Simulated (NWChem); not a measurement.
Species: CH₄ClFSi; SMILES C[SiH](Cl)F

```xyz
8

Si    -0.0931     0.4038    -0.3781
C      1.3493     1.3661     0.2678
F     -1.4504     0.9397     0.3284
Cl     0.1114    -1.5862     0.1130
H     -0.2878     0.5021    -1.8447
H      1.2372     2.4349     0.0273
H      2.2883     1.0050    -0.1785
H      1.4223     1.2607     1.3608
```
Atoms are numbered in this order, from 1.

Results from NWChem. Pople sets run with spherical d functions. Structure relaxed at the PBE0/def2-SVP level. GIAO values for the isolated, static molecule; σ is the absolute isotropic shielding, δ = σ(reference) − σ with the isolated reference molecule computed at the same levels (13C: tetramethylsilane, 19F: trichlorofluoromethane, 1H: tetramethylsilane, 29Si: tetramethylsilane).

For level Hartree-Fock/6-31G*:

```yaml
"δ Si1 (ppm)": 14.3
"δ C2 (ppm)": 2.2
"δ F3 (ppm)": -99.6
"σ Cl4 (ppm)": 970.2
"δ H5 (ppm)": 5.31
```

**Question.** Estimate the same quantities for level PBE/pcSseg-1.

**Answer.** The δ Si1 (ppm) comes out as 24.2 and the δ C2 (ppm) is 3.8. The δ F3 (ppm) comes out as -164.6 and the σ Cl4 (ppm) is 851.3. The δ H5 (ppm) is 5.76.
